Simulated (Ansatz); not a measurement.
BaF2 (SMILES [F][Ba][F]) moved off its minimum; all values from Ansatz (a program for electronic structure), cores frozen in correlated methods. Elements past Kr take the def2 small-core potentials, without spin–orbit coupling.
(charge 0, multiplicity 1)
```xyz
3

Ba     0.2909     0.0475    -0.0343
F     -1.2164     1.2953    -1.0912
F     -0.4323    -1.5103     1.3943
```

Give the forces (eV/Å), the total energy and the dipole at CCSD(T)/def2-TZVPPD.


```csv
atom,Fx,Fy,Fz
Ba1,0.575,0.007,-0.030
F2,-0.431,0.406,-0.346
F3,-0.144,-0.413,0.377
```
Energy -224.8013 hartree, dipole 7.36 D.
